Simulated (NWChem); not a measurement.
CH$_{7}$Si$_{2}$, doublet; SMILES [SiH2]C[SiH3]

```xyz
10

Si     0.2300    -1.6386     0.0958
C     -0.8021    -0.0536    -0.0461
Si     0.1879     1.5561     0.0322
H     -0.6262    -2.8631     0.1251
H      1.2076    -1.7523    -1.0268
H     -1.3589    -0.0819    -0.9943
H     -1.5482    -0.0486     0.7588
H     -0.7068     2.7370    -0.1219
H      1.2032     1.5968    -1.0556
H      0.8940     1.6709     1.3372
```
Atoms are numbered in this order, from 1.

Program: NWChem. Pople sets run with spherical d functions. Spin-unrestricted. Geometry: optimised at B3LYP/6-31G* (spherical d), spin-unrestricted. No stability test was run on the SCF state. Level: M06-2X/6-31G* with SMD (1 M gas to 1 M solution), gas-phase geometry. Reactions with the solvent are ignored.

For solvent water:

solvation free energy (kcal/mol): 2.2
cavity-dispersion-structure term (kcal/mol): 3.2

Task: What are these values for solvent dimethyl sulfoxide?

Result: 
| Quantity | Value |
|---|---|
| solvation free energy (kcal/mol) | 0.0 |
| cavity-dispersion-structure term (kcal/mol) | 1.0 |
